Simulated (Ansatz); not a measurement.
`CCO[SiH3]` + `[NH2][ZnH]` → `C[CH2][Zn][NH2]` + `O[SiH3]` at 400 K and 1 bar (formal exchange of groups at a C–O bond).

Computed with Ansatz on PBE0-D4/def2-TZVP structures; ΔE is electronic, products minus reactants. CCSD(T)/CBS adds triple-zeta CCSD(T) − MP2 to the extrapolated MP2 energy (def2 sets, frozen cores). For Zn outer-core shells are correlated without core-valence functions, which leaves a few kJ/mol of doubt a bond. Scalar relativity is left out up to krypton. Each species was taken in one conformer, which may not be the lowest.

| species | CCSD(T)/CBS energy (Eh) | H − E (kJ/mol) | S (J/(mol·K)) |
| --- | --- | --- | --- |
| `CCO[SiH3]` | -445.19614 | 281.3 | 362.0 |
| `[NH2][ZnH]` | -1834.88092 | 99.5 | 279.2 |
| `C[CH2][Zn][NH2]` | -1913.40675 | 266.4 | 381.4 |
| `O[SiH3]` | -366.69042 | 120.0 | 276.4 |

H − E and S are ideal-gas, rigid-rotor, harmonic terms from PBE0-D4/def2-TZVP, for one conformer and one mirror image of each species. 1 Eh = 2625.50 kJ/mol, R = 8.31446 J/(mol·K).

Task: By hand: ΔE, ΔH, ΔS and ΔG.

Result: ΔE = (-1913.40675) + (-366.69042) − (-445.19614) − (-1834.88092) = -0.02011 Eh = -52.8 kJ/mol. Δ(H − E) = 266.4 + 120.0 − 281.3 − 99.5 = 5.6, so ΔH = -47.2 kJ/mol. ΔS = 381.4 + 276.4 − 362.0 − 279.2 = 16.6 J/(mol·K). ΔG = -47.2 − 400 × (16.6)/1000 = -53.8 kJ/mol.

Task: By hand: the equilibrium constant, and the temperature at which ΔG would vanish if ΔH and ΔS stayed fixed.

Result: log₁₀ K = −ΔG/(RT ln 10) = 7.0. ΔH and −TΔS have one sign here, so there is no such temperature.

ΔH outweighs TΔS. A doubt of 5 kJ/mol in ΔE shifts log₁₀ K by 0.7 here. Other conformers and mirror images would add mixing entropy, several J/(mol·K) or more a flexible species. Modes under 60 cm⁻¹, often nearly free rotors, make the harmonic entropy too high. These are equilibria of isolated gas molecules and say nothing of rates. Largest T1 diagnostic: 0.016 (customary marks: 0.02 for closed shells, 0.045 for open ones).
